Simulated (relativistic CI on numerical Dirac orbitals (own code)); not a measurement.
**Level scheme of Yb XLV**

These numbers are calculated, not measured: Dirac-Coulomb-Breit CI, separate exchange-only KLI orbitals for each configuration, model QED (radiative potential, 1s self-energy scaled to tabulated hydrogen-like ionisation energies), unscaled Slater integrals (own radial code, finite nucleus).

Configurations in the expansion (outside the closed core [Ne]): 3s²3p⁶3d⁸, 3s²3p⁵3d⁹, 3s²3p⁴3d¹⁰, 3s3p⁶3d⁹, 3p⁶3d¹⁰, 3s3p⁵3d¹⁰, 3s²3p⁶3d⁷4s, 3s²3p⁶3d⁷4p, 3s²3p⁴3d⁹4s, 3s²3p⁶3d⁷4d, 3s²3p⁴3d⁹4p, 3s²3p⁵3d⁸4s, 3s²3p⁶3d⁷4f, 3s²3p⁴3d⁹4d, 3s3p⁵3d⁹4s, 3s²3p⁵3d⁸4p, 3s3p⁵3d⁹4p, 3s²3p⁶3d⁶4s², 3s²3p⁵3d⁸4d, 3s3p⁵3d⁹4d, 3s3p⁶3d⁸4s, 3p⁶3d⁹4s, 3s²3p⁶3d⁶4s4p, 3s²3p⁵3d⁸4f, 3s²3p⁶3d⁷5s, 3p⁶3d⁹4p, 3s3p⁶3d⁸4p, 3s²3p⁶3d⁶4p², 3s²3p⁶3d⁶4s4d, 3s²3p⁶3d⁷5p, 3s²3p⁵3d⁷4s², 3s²3p⁶3d⁷5d, 3p⁶3d⁹4d, 3s²3p⁶3d⁶4p4d, 3s3p⁶3d⁸4d, 3s²3p⁶3d⁷5f. Levels of other configurations are missing.

The lowest level is 3s²3p⁶3d⁸ ³F4, with 88 % of that term; Hund's rules for 3s²3p⁶3d⁸ give ³F with J = 4, in agreement.

```csv
No.,Configuration,Term,J,E (eV),%,Landé g,jj configuration (%)
1,3s²3p⁶3d⁸,³F,4,0.00,88,1.211,3d5/2^4 (99)
2,3s²3p⁶3d⁸,¹D,2,8.45,49,1.162,3d5/2^4 (100)
3,3s²3p⁶3d⁸,³P,0,26.38,54,,3d5/2^4 (98)
4,3s²3p⁶3d⁸,³F,3,49.30,100,1.074,3d3/2^3 3d5/2^5 (100)
5,3s²3p⁶3d⁸,³P,2,58.07,52,1.141,3d3/2^3 3d5/2^5 (99)
6,3s²3p⁶3d⁸,³P,1,62.98,100,1.492,3d3/2^3 3d5/2^5 (100)
7,3s²3p⁶3d⁸,¹G,4,63.50,88,1.020,3d3/2^3 3d5/2^5 (99)
8,3s²3p⁶3d⁸,³F,2,105.21,58,0.834,3d3/2^2 3d5/2^6 (99)
9,3s²3p⁶3d⁸,¹S,0,128.33,54,,3d3/2^2 3d5/2^6 (98)
10,3s²3p⁵3d⁹,³F°,4,385.63,100,1.241,3p3/2^3 3d5/2^5 (100)
11,3s²3p⁵3d⁹,¹D°,2,394.41,55,1.154,3p3/2^3 3d5/2^5 (98)
12,3s²3p⁵3d⁹,³D°,3,408.93,78,1.260,3p3/2^3 3d5/2^5 (94)
13,3s²3p⁵3d⁹,¹P°,1,419.41,50,1.178,3p3/2^3 3d5/2^5 (98)
14,3s²3p⁵3d⁹,³D°,2,449.50,55,1.091,3p3/2^3 3d3/2^3 3d5/2^6 (98)
15,3s²3p⁵3d⁹,³P°,0,456.01,100,,3p3/2^3 3d3/2^3 3d5/2^6 (100)
16,3s²3p⁵3d⁹,³D°,1,458.14,47,0.957,3p3/2^3 3d3/2^3 3d5/2^6 (98)
17,3s²3p⁵3d⁹,³F°,3,458.54,56,1.037,3p3/2^3 3d3/2^3 3d5/2^6 (93)
18,3s²3p⁵3d⁹,³P°,2,639.19,49,1.289,3p1/2 3p3/2^4 3d5/2^5 (100)
19,3s²3p⁵3d⁹,¹F°,3,647.17,44,1.090,3p1/2 3p3/2^4 3d5/2^5 (98)
20,3s²3p⁵3d⁹,³F°,2,674.98,74,0.760,3p1/2 3p3/2^4 3d3/2^3 3d5/2^6 (100)
21,3s²3p⁵3d⁹,³D°,1,704.24,46,0.836,3p1/2 3p3/2^4 3d3/2^3 3d5/2^6 (99)
22,3s²3p⁴3d¹⁰,³P,2,797.10,63,1.306,3p3/2^2 (94)
23,3s²3p⁴3d¹⁰,¹S,0,819.91,63,,3p3/2^2 (99)
24,3s3p⁶3d⁹,³D,3,849.39,100,1.324,3s 3d5/2^5 (100)
25,3s3p⁶3d⁹,³D,2,860.49,58,1.111,3s 3d5/2^5 (91)
26,3s3p⁶3d⁹,³D,1,901.31,100,0.490,3s 3d3/2^3 3d5/2^6 (100)
27,3s3p⁶3d⁹,¹D,2,909.19,54,1.077,3s 3d3/2^3 3d5/2^6 (93)
28,3s²3p⁴3d¹⁰,³P,1,1034.56,100,1.492,3p1/2 3p3/2^3 (100)
29,3s²3p⁴3d¹⁰,¹D,2,1049.29,68,1.131,3p1/2 3p3/2^3 (96)
30,3s3p⁵3d¹⁰,³P°,2,1237.87,100,1.490,3s 3p3/2^3 (100)
```

Energies count from the lowest computed level; ° marks odd parity. Filled j subshells are mostly left out of the jj labels.

The mean weight of the leading LS term, summed over parents, in these 30 levels is 70 %, and that of the leading jj configuration (from the same eigenvectors) 98 %, so jj coupling describes them better and the LS labels are nominal.

At this charge energies of transitions that change n are usually good to better than 1 %, and those within a shell (Δn = 0) to a few per cent.

LS names give the leading component of a level, which can be under half, so a name can repeat, a term be missing and a line seem to break the LS rules.
